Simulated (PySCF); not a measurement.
## Cl⁻ (chlorine, charge -1) across methods

[Ar], closed-shell 1S. Calculation: PySCF 2.14, in aug-cc-pCVTZ-DK; the spin-free X2C one-electron Hamiltonian (Gaussian nucleus).

```json
{"method": "wB97M-V", "E (hartree)": "-461.6766", "mean ε 2p (eV)": "-190.95", "mean ε 3s (eV)": "-16.427", "mean ε 3p (eV)": "-3.284", "Σ⟨r²⟩ (bohr²)": "39.49", "⟨S²⟩": "0.000"}
{"method": "PBE0", "E (hartree)": "-461.5573", "mean ε 2p (eV)": "-188.66", "mean ε 3s (eV)": "-13.695", "mean ε 3p (eV)": "-0.975", "Σ⟨r²⟩ (bohr²)": "39.06", "⟨S²⟩": "0.000"}
{"method": "PBE", "E (hartree)": "-461.5262", "mean ε 2p (eV)": "-181.54", "mean ε 3s (eV)": "-11.318", "mean ε 3p (eV)": "0.262", "Σ⟨r²⟩ (bohr²)": "40.00", "⟨S²⟩": "0.000"}
{"method": "r2SCAN", "E (hartree)": "-461.6757", "mean ε 2p (eV)": "-184.42", "mean ε 3s (eV)": "-12.100", "mean ε 3p (eV)": "0.025", "Σ⟨r²⟩ (bohr²)": "39.08", "⟨S²⟩": "0.000"}
{"method": "UHF", "E (hartree)": "-460.98169", "mean ε 2p (eV)": "-209.45", "mean ε 3s (eV)": "-20.131", "mean ε 3p (eV)": "-4.076", "Σ⟨r²⟩ (bohr²)": "38.39", "⟨S²⟩": "0.000"}
{"method": "PW91", "E (hartree)": "-461.7055", "mean ε 2p (eV)": "-181.74", "mean ε 3s (eV)": "-11.353", "mean ε 3p (eV)": "0.224", "Σ⟨r²⟩ (bohr²)": "39.96", "⟨S²⟩": "0.000"}
{"method": "LDA", "E (hartree)": "-460.2118", "mean ε 2p (eV)": "-181.56", "mean ε 3s (eV)": "-11.362", "mean ε 3p (eV)": "0.123", "Σ⟨r²⟩ (bohr²)": "40.09", "⟨S²⟩": "0.000"}
{"method": "B3LYP", "E (hartree)": "-461.7330", "mean ε 2p (eV)": "-187.50", "mean ε 3s (eV)": "-13.266", "mean ε 3p (eV)": "-0.773", "Σ⟨r²⟩ (bohr²)": "39.63", "⟨S²⟩": "0.000"}
{"method": "BLYP", "E (hartree)": "-461.7187", "mean ε 2p (eV)": "-181.68", "mean ε 3s (eV)": "-11.223", "mean ε 3p (eV)": "0.357", "Σ⟨r²⟩ (bohr²)": "40.49", "⟨S²⟩": "0.000"}
```

The highest occupied level is positive at PBE, r2SCAN, PW91, LDA, BLYP: only the finite basis holds that electron, which in a density functional comes from self-interaction.
